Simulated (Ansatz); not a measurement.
Molecule: PH5, charge 0, multiplicity 1. 
Coordinates optimised at B3LYP-D3(BJ)/def2-TZVP (Ansatz, a quantum-chemistry and plane-wave program):
SMILES: [H][P@TB7]([H])([H])([H])[H]
```xyz
6

P      0.0000     0.0000     0.0000
H      0.0076    -0.0062     1.4787
H     -0.0076     0.0062    -1.4787
H      1.4251     0.0061    -0.0073
H     -0.7179     1.2311     0.0089
H     -0.7073    -1.2373    -0.0016
```

Basis-set convergence of Hartree-Fock and CCSD correlation energies (hartree) with Ansatz. Cores are frozen in the correlated levels unless marked. Spin-orbit coupling is left out. Non-relativistic.

```json
[
 {"basis": "def2-SVPD", "functions": "64", "E(HF)": "-343.42551", "E(corr, CCSD)": "-0.20761"},
 {"basis": "def2-TZVPPD", "functions": "133", "E(HF)": "-343.55215", "E(corr, CCSD)": "-0.24180"},
 {"basis": "def2-QZVPPD", "functions": "241", "E(HF)": "-343.56300", "E(corr, CCSD)": "-0.25246"}
]
```

Extrapolating the two largest sets (X = 3 and 4) as X^-3: E(corr) = (64·(-0.25246) - 27·(-0.24180))/37 = -0.2602 Eh, an estimate of the basis-set limit. The largest set recovers 97.0 % of it, the smallest 79.8 %.
